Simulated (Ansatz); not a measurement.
Saddle point of CH7AsZn, closed shell (CH₄Zn ([CH3][ZnH]) + AsH₃ → CH₅AsZn ([CH3][Zn][AsH2]) + H₂; bonds formed: Zn1–As5, H2–H4; bonds broken: Zn1–H2, H4–As5), PBE0-D4/def2-TZVP structure:

```xyz
10
angstrom
Zn 0.1760 -0.4298 -0.0621
H 1.4750 -0.0554 1.0925
C -0.5558 -1.7074 -1.3531
H 1.5529 1.0603 1.1589
As 0.1679 2.0028 0.8425
H -1.1022 -1.1810 -2.1385
H -1.2441 -2.3926 -0.8525
H 0.2403 -2.2971 -1.8127
H -0.3702 3.4374 0.9247
H -0.3397 1.5627 2.2002
```

Energies are electronic, without zero-point energy. Barriers and step energies count from the start structure reached by relaxing down the imaginary mode; all methods use the PBE0-D4 structures, on which another method's saddle can fall below an end. Ansatz 0.2.0; basis: def2-TZVPP, with def2-QZVPP for the basis limit; cores frozen in the correlated methods. The 3s and 3p shells of Cu and Zn are frozen; filled d shells are correlated. The def2 sets are not built for correlating such inner shells, so the correlated values are less sure here. B3LYP uses VWN-RPA correlation. Extrapolation: Hartree–Fock as exp(−7.88 √X), correlation as X^−2.97.

| method | barrier (kJ/mol) | step energy (kJ/mol) |
| --- | --- | --- |
| SPW92 | ? | -30.8 |
| PBE-D4 | 124.3 | -43.3 |
| BLYP-D4 | 139.2 | -42.7 |
| r2SCAN-D4 | 135.9 | -42.0 |
| B97M-V | 147.3 | -23.8 |
| PBE0-D4 | 140.0 | -41.7 |
| B3LYP-D4 | 150.9 | -40.7 |
| r2SCAN0-D4 | 146.9 | -42.1 |
| BHLYP-D4 | 169.7 | -37.7 |
| CAM-B3LYP-D4 | ? | -33.7 |
| wB97X-V | 169.0 | -35.8 |
| wB97M-V | 165.0 | -39.1 |
| B2PLYP | 157.4 | -42.9 |
| PBE-QIDH | ? | -42.3 |
| RPA on PBE | 165.9 | -33.5 |
| HF | 209.6 | -35.5 |
| MP2 | 161.8 | -46.4 |
| CCSD | 171.7 | -36.2 |
| CCSD(T) | 161.5 | -38.3 |

Fill in the withheld barriers. (To be estimated.)

The calculation gives: SPW92 104.8; PBE-QIDH 154.5; CAM-B3LYP-D4 164.8 kJ/mol. Each is the energy of the saddle less that of the start structure, by the same method.

For comparison, the barrier by CCSD(T) at an estimated basis limit (MP2 extrapolated from triple and quadruple zeta, plus CCSD(T) − MP2 in triple zeta) is 153.1 kJ/mol.

The T1 diagnostic stays at or below 0.014.

Labels in which every atom is bracketed show which atoms are joined, not bond orders.

For scale, one of the runs: CCSD(T)/def2-TZVPP, 241 basis functions, launched by `ansatz run in.yaml --threads 8 --pin off --events-out ev --progress --plain --max-ram 19148MiB`. Time: 110 s of wall clock on 8 CPU threads of an Arm Neoverse V1; the host was shared. Peak host memory: 4.6 GiB.
